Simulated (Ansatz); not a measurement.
B(H)(Me)(NHMe) (C2H8BN), SMILES CBNC.

Coordinates come from a B3LYP-D3(BJ)/def2-SVP optimisation. The geometry has at least one imaginary mode, so it is a saddle point at that level. The structure was generated by enumeration, and PubChem lists no compound with its InChIKey, so it may never have been made. One conformer was computed; it need not be the lowest.

Two levels are set side by side: PBE/def2-SVPD (Ansatz, an electronic-structure program) and PBE0/def2-SVPD (Ansatz). Energy differences of separate SCF runs at the same geometry; the states with an electron removed or added have multiplicity 2 and 2. Differences are taken from unrounded values.

```csv
quantity,PBE0,PBE,PBE minus PBE0
vertical ionisation energy (eV),9.77,9.70,-0.08
vertical singlet–triplet gap (eV),5.88,5.77,-0.11
```

On these quantities the two levels nearly agree.
